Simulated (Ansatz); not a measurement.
Basis-set extrapolation for C₂H₈AlFSi, SMILES `C[CH]([AlH2])[SiH2]F` (PBE0-D4/def2-TZVP geometry, frozen core, Ansatz). Multiplicity 1, RHF reference.

|  | def2-TZVPP | def2-QZVPP |
| --- | --- | --- |
| HF | -710.834475 | -710.859824 |
| MP2 correlation | -0.812843 | -0.874798 |
| CCSD(T) correlation | -0.895010 | not run |

Energies in hartree. Use E(X) = E(∞) + A·exp(−7.88·√X) for Hartree–Fock and E(X) = E(∞) + B·X^(−2.97) for correlation, with X = 3 and 4, and add CCSD(T) minus MP2 of the smaller set to the MP2 limit.

What is the CCSD(T) energy at the basis-set limit?

HF limit: -710.859824 + (-0.025349) × 0.13774 = -710.86332. MP2 limit: -0.874798 + (-0.061955) × 0.74074 = -0.92069. Higher-order term: -0.895010 − (-0.812843) = -0.08217. Total: -711.86618 hartree, 85.8 kcal/mol below CCSD(T)/def2-TZVPP.
